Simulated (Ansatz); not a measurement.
MoCl6. Charge 0, multiplicity 1. Geometry r2SCAN-D4/def2-SVP; atoms count from 1.

Cartesian coordinates in Å:
```
Mo 0.000 0.000 -0.001
Cl -0.259 1.096 -2.015
Cl 0.264 -1.095 2.014
Cl 1.284 1.748 0.790
Cl -1.286 -1.747 -0.786
Cl 1.899 -1.037 -0.804
Cl -1.901 1.034 0.802
```

In the def2 sets Mo takes a core potential; there is no spin–orbit coupling.

(1) Estimate the Mulliken populations from the PBE0/def2-TZVP orbitals of Ansatz.

(2) And the Mayer bond orders between heavy atoms (over 0.3)?

## Answers

(1) 
```json
{"atom": "Mo1", "charge (e)": "0.83", "d electrons": "3.90"}
{"atom": "Cl2", "charge (e)": "-0.14", "d electrons": "–"}
{"atom": "Cl3", "charge (e)": "-0.14", "d electrons": "–"}
{"atom": "Cl4", "charge (e)": "-0.14", "d electrons": "–"}
{"atom": "Cl5", "charge (e)": "-0.14", "d electrons": "–"}
{"atom": "Cl6", "charge (e)": "-0.14", "d electrons": "–"}
{"atom": "Cl7", "charge (e)": "-0.14", "d electrons": "–"}
```
Mulliken values depend strongly on the basis.

(2) Mo1–Cl2 1.16 (2.31 Å); Mo1–Cl3 1.16 (2.31 Å); Mo1–Cl4 1.16 (2.31 Å); Mo1–Cl5 1.16 (2.31 Å); Mo1–Cl6 1.16 (2.31 Å); Mo1–Cl7 1.16 (2.31 Å).
